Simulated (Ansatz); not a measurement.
A structure relaxed at r2SCAN-D4/def2-SVP in Ansatz, charge 0, singlet:

```xyz
22

B     0.801    1.203    0.024
B     1.886   -0.356   -0.010
B    -1.828    0.204    0.608
B     0.503   -0.118   -1.099
B    -0.866    0.947   -0.634
B    -1.008   -0.858   -0.584
B    -0.674    1.518    0.996
B     0.661   -1.752   -0.421
H    -0.034   -2.305    0.419
H    -1.229    0.558    1.762
H     2.911   -0.408   -0.633
H    -1.459   -1.024    0.736
H     1.558   -1.528    0.549
H    -1.755   -1.512   -1.256
H     1.479    2.174   -0.168
H    -1.361    1.632   -1.484
H    -1.011    2.582    1.430
H    -3.012    0.303    0.757
H     1.059   -2.520   -1.254
H     0.806   -0.043   -2.257
H     2.057    0.078    1.119
H     0.513    1.222    1.399
```

**Question.** Give its formula and point group.

**Answer.** the cluster B8H14. Point group Cs (tolerance 0.1 Å).

**Question.** Summarise the bond lengths by kind (pairs closer than 1.2 times the sum of covalent radii, bridged metal pairs left out).

**Answer.** 15 × B–B 1.74 to 1.90 Å; 16 × B–H 1.20 to 1.35 Å.

The structure comes from a short search, and lower isomers may exist.
